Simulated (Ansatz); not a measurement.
`[OH][Hf]([OH])([Br])[Br]` at its PBE0-D4/def2-TZVP geometry, where that method's forces vanish. The species carries charge 0 and has multiplicity 1. Hf takes the def2 core potential.

```csv
atom,x (Å),y (Å),z (Å)
O1,-1.6010,-0.4540,0.3471
Hf2,0.0286,0.3416,-0.1957
O3,1.5018,-0.7252,0.3282
Br4,0.0323,0.5586,-2.7002
Br5,0.2325,2.5990,0.8918
H6,-2.3327,-0.9652,0.6778
H7,2.1385,-1.3549,0.6509
```

(1) For each bond, give half the difference of the two atoms' forces along it (eV/Å; positive pushes the atoms apart) under PBE-D4, r2SCAN-D4, B3LYP-D4, ωB97M-V in def2-TZVPP. (Best estimate.)

Answers

(1) Ansatz gave: 
```csv
bond,length (Å),PBE-D4,r2SCAN-D4,B3LYP-D4,ωB97M-V
O1–Hf2,1.893,0.01,0.09,0.16,0.09
O1–H6,0.952,0.30,-0.03,-0.10,-0.08
Hf2–O3,1.893,0.01,0.09,0.16,0.09
Hf2–Br4,2.514,0.01,0.01,0.08,0.01
Hf2–Br5,2.514,0.01,0.01,0.08,0.01
O3–H7,0.952,0.30,-0.03,-0.10,-0.08
```

B3LYP here is the variant with VWN-RPA as its local correlation; programs differ in this.
